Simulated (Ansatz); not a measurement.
Relaxation of F3H7SiW (12 atoms, charge 0, multiplicity 1), to a largest force component of 0.03 eV/Å in at most 50 steps.

Method: RKS PBE0-D4/def2-SVP (Ansatz).

```xyz
12
Properties=species:S:1:pos:R:3
W 0.243 -0.265 -0.381
F 0.104 -0.383 2.655
F 1.808 0.792 -0.121
H -0.252 1.099 0.463
H -1.368 -0.134 0.063
F -0.567 -1.897 -0.930
H 0.536 -0.048 -2.023
Si 1.684 -1.905 0.842
H 0.939 -3.067 1.401
H 2.634 -2.329 -0.238
H 2.470 -1.247 1.938
H 1.004 -0.294 2.851
```

Problem. Where does it end, and by what steps?

Solution. The forces met the threshold. After 32 steps the energy has fallen by 0.410 eV; H12 moved furthest, 1.31 Å. Joined: W1–F2 (3.04 → 2.40 Å).

```json
{"step": "0", "energy less start (eV)": "0.0000", "largest force component (eV/Å)": "0.500", "accepted": "yes"}
{"step": "2", "energy less start (eV)": "-0.0684", "largest force component (eV/Å)": "0.944", "accepted": "yes"}
{"step": "4", "energy less start (eV)": "-0.0556", "largest force component (eV/Å)": "0.451", "accepted": "no"}
{"step": "6", "energy less start (eV)": "-0.1006", "largest force component (eV/Å)": "0.256", "accepted": "yes"}
{"step": "8", "energy less start (eV)": "-0.1121", "largest force component (eV/Å)": "0.242", "accepted": "yes"}
{"step": "10", "energy less start (eV)": "-0.1214", "largest force component (eV/Å)": "0.840", "accepted": "yes"}
{"step": "12", "energy less start (eV)": "-0.1507", "largest force component (eV/Å)": "0.247", "accepted": "yes"}
{"step": "14", "energy less start (eV)": "-0.1712", "largest force component (eV/Å)": "0.462", "accepted": "yes"}
{"step": "16", "energy less start (eV)": "-0.1880", "largest force component (eV/Å)": "0.191", "accepted": "yes"}
{"step": "18", "energy less start (eV)": "-0.2815", "largest force component (eV/Å)": "1.150", "accepted": "yes"}
{"step": "20", "energy less start (eV)": "-0.3590", "largest force component (eV/Å)": "0.851", "accepted": "yes"}
{"step": "22", "energy less start (eV)": "-0.3828", "largest force component (eV/Å)": "0.149", "accepted": "yes"}
{"step": "24", "energy less start (eV)": "-0.3886", "largest force component (eV/Å)": "0.052", "accepted": "yes"}
{"step": "26", "energy less start (eV)": "-0.3969", "largest force component (eV/Å)": "0.125", "accepted": "yes"}
{"step": "28", "energy less start (eV)": "-0.4024", "largest force component (eV/Å)": "0.034", "accepted": "yes"}
{"step": "30", "energy less start (eV)": "-0.4079", "largest force component (eV/Å)": "0.088", "accepted": "yes"}
{"step": "32", "energy less start (eV)": "-0.4098", "largest force component (eV/Å)": "0.026", "accepted": "yes"}
```

```xyz
12
Properties=species:S:1:pos:R:3
W 0.075 -0.549 -0.125
F 0.282 0.132 2.166
F 1.729 0.488 0.406
H -0.483 1.023 0.083
H -1.409 -0.481 0.654
F -0.576 -1.611 -1.472
H 0.346 0.625 -1.277
Si 1.786 -2.205 0.947
H 1.123 -3.511 1.282
H 2.804 -2.442 -0.131
H 2.459 -1.660 2.163
H 1.099 0.517 1.826
```

Whether the end is a true minimum wasn't checked by a vibrational analysis.

Run time: 82 s on 4 threads of Intel(R) Xeon(R) Platinum 8124M CPU @ 3.00GHz (Skylake/Cascade Lake) (shared host), peak memory 0.34 GiB.
